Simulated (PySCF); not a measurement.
C4H5FN2.
Cartesian coordinates in Å at the PBE0-D3(BJ)/def2-SVP level; atoms count from 1:
```
atom  x, y, z in Å
C1     1.9086    0.2458    0.2780
N2     1.3298   -0.8250   -0.4816
C3     0.1053   -1.1063   -0.4145
C4    -0.9665   -0.4449    0.4495
F5    -2.0883   -1.2228    0.4152
C6    -1.2815    0.9070   -0.0305
N7    -1.5101    1.9750   -0.4103
H8     2.8463   -0.1059    0.7350
H9     1.2722    0.6875    1.0677
H10    2.1868    1.0549   -0.4172
H11   -0.3040   -1.9225   -1.0321
H12   -0.6262   -0.3637    1.4980
```

Level of theory: PySCF, TDDFT wB97X-D/def2-SVPD, vertical, gas phase, core orbitals frozen in the response.

Ground-to-excited transition dipoles (e·a0, same axes as the geometry; the sign carries no meaning), for the states with f of 0.002 or more among the lowest 6:

| state | E (eV) | μx | μy | μz |
| --- | --- | --- | --- | --- |
| S2 | 6.606 | 0.131 | -0.088 | -0.027 |
| S4 | 7.512 | 0.321 | 0.241 | 0.043 |
| S5 | 7.698 | 1.015 | 0.092 | 0.042 |
| S6 | 7.758 | 0.286 | -0.041 | -0.035 |

**Question.** What oscillator strength does each state have?

**Answer.** f = (2/3) ΔE |μ|² with ΔE in hartree (27.2114 eV).

```tsv
state	|μ|² (au)	|μ| (D)	f
S2	0.026	0.41	0.004
S4	0.163	1.03	0.030
S5	1.040	2.59	0.196
S6	0.085	0.74	0.016
```

**Question.** Which bond between heavy atoms lies closest to the direction of the S5 transition dipole?

**Answer.** N2–C3, at 9° from it; next C4–F5 at 30°.

**Question.** What angle do the transition dipoles of S4 and S6 make?

**Answer.** |cos θ| = |μa·μb| / (|μa| |μb|) = 0.68, so θ ≈ 47° (taken between 0 and 90°, since the signs are arbitrary).

**Question.** How is the summed strength of these states shared among x, y and z?

**Answer.** (2/3) Σ ΔE μα² gives 0.232 for x, 0.014 for y and 0.001 for z, 0.246 in all.

**Question.** What peak molar absorption coefficient would the strongest computed level give as a lone Gaussian band 0.4 eV wide at half height?

**Answer.** ε(max) = 2.175×10⁸ f / FWHM, with the width in cm⁻¹. S5: 2.175×10⁸ × 0.1962 / 3226 ≈ 13000 L mol⁻¹ cm⁻¹.

One conformer stands for the species.
